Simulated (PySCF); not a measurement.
# Computed structure and properties of [ErH2]+

System: [ErH2]+ (singlet in the valence; each metal's 4f electrons, 11 of them, lie in its core potential, out of spins and levels); start: template (C2v). Method: PySCF 2.14.0, RKS PBE0, Er lcecp-1-SVP with ECP57, H def2-SVP; non-relativistic Hamiltonian with scalar-relativistic core potentials where named; density fitting; no spin-orbit coupling.

Input of the relaxation:

```python
mol = gto.M(atom='''
Er     0.00000     0.00000    -0.01060
H      1.97390    -0.00000     0.87280
H     -1.97390     0.00000     0.87280''',
    basis={'Er': 'lcecp-1-SVP', 'H': 'def2-SVP'},
    ecp={'Er': 'lcecp-1-SVP'},
    charge=1, spin=0)
mf = dft.RKS(mol, xc='PBE0')
mf.grids.atom_grid = (50, 194)  # f atoms: unpruned, at least (60, 302)
mf = mf.density_fit()  # fitting sets: Er AutoAux, H def2-universal-JKFIT
mf.conv_tol = 1e-08; mf.max_cycle = 55
mf.kernel(dm0)  # dm0: converged density of the start geometry
# quasi-Newton relaxation in Cartesian coordinates to a largest gradient under 0.00045 Eh/bohr, steps kept in the point group
```

Run from Python with OMP_NUM_THREADS=2; the lines above give its settings. Where DIIS fails, smearing, a level shift and second-order steps follow.
It took 4.1 s on 2 threads of Intel(R) Xeon(R) Platinum 8375C CPU @ 2.90GHz (Ice Lake), with other jobs on the host, from the converged density of the start.

Course of the relaxation:

```csv
step,energy above end (eV),largest force component within the symmetry (eV/Å)
0,0.7540,1.744
1,0.3935,1.351
2,0.0551,0.544
3,0.0051,0.095
4,0.0000,0.010
5,0.0000,0.002
```

Relaxed geometry (C2v):

```xyz
3

Er    0.0000    0.0000   -0.1931
H     1.4921    0.0000    0.9640
H    -1.4921    0.0000    0.9640
```

| contact | Å |
| --- | --- |
| Er1–H2 (H) | 1.888 |
| Er1–H3 (H) | 1.888 |

On the finer grid (75, 302):

The HOMO is -12.87 eV and the LUMO is -7.94 eV. The dipole about the centre of mass is 4.34 D. The set of Mulliken populations of Er1 outside the core potential is s 2.68, p 6.15, d 0.97, f 0.01 and the D3(BJ) dispersion energy (not in the energies) is -0.019 eV.

```json
{"atom": "Er1", "Mulliken (e)": "1.19", "Löwdin (e)": "1.23", "spin (e)": "0.00"}
{"atom": "H2", "Mulliken (e)": "-0.10", "Löwdin (e)": "-0.12", "spin (e)": "0.00"}
{"atom": "H3", "Mulliken (e)": "-0.10", "Löwdin (e)": "-0.12", "spin (e)": "0.00"}
```

The 4f levels lie in the core potential and are missing. Their spin isn't counted.

On the grid (50, 194), as all that follows. Harmonic modes: a minimum; lowest 545 cm⁻¹ (negative: unstable), highest 1701 cm⁻¹, zero-point energy 0.243 eV.

Taking off one H (charge -1, singlet; the rest: singlet) in vacuum, both parts rigid, costs 15.98 eV; the small basis without counterpoise inflates it. Most of it is the attraction of opposite charges; other ways to part are cheaper, and one spin state was tried for the rest.

Rigid scan of H along the line from its metal:

| distance to H2 (Å) | energy (eV) |
| --- | --- |
| 1.59 | 0.665 |
| 1.69 | 0.262 |
| 1.79 | 0.058 |
| 1.89 | 0.000 |
| 1.99 | 0.047 |
| 2.09 | 0.169 |
| 2.29 | 0.553 |
| 2.59 | 1.270 |
| 2.99 | 2.197 |
| 3.49 | 3.119 |

One start shape was tried, so this needn't be the lowest isomer.

An lcecp potential fixes the number of 4f electrons, so in runs with it no electron can move into or out of that shell.
